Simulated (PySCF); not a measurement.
Polarisability and C₆ of Nb³⁺ (niobium, charge +3)

[Kr] 4d2, high-spin 3F determinant. All numbers are calculated (PySCF 2.14, scalar relativity by spin-free X2C-1e, in aug-cc-pwCVTZ-DK). Coupled (time-dependent) response in atomic units; α is the mean over directions.

```tsv
method	mean α (bohr³)	C₆ (like pair)	S(−4)
UHF	5.660	24.62	9.948
```

S(−4) is the Cauchy moment in α(ω) = α(0) + S(−4) ω² + …

Spin-orbit coupling is absent.

α(iu) at UHF:

| u (hartree) | α(iu) (bohr³) |
| --- | --- |
| 0 | 5.660 |
| 0.0500 | 5.636 |
| 0.100 | 5.564 |
| 0.200 | 5.311 |
| 0.300 | 4.974 |
| 0.500 | 4.263 |
| 0.750 | 3.490 |
| 1.00 | 2.872 |
| 1.50 | 1.989 |
| 2.00 | 1.426 |
| 3.00 | 0.8154 |
| 5.00 | 0.3661 |

A single London oscillator, α(iu) = α/(1 + u²/ω²), gives C₆ = (3/4) ω α². Matching the computed C₆ needs ω = 4 × 24.62 / (3 × 5.660²) = 1.02 hartree.

For an ion, C₆ is the dispersion term alone; charge-induced terms of lower order in 1/R come first.
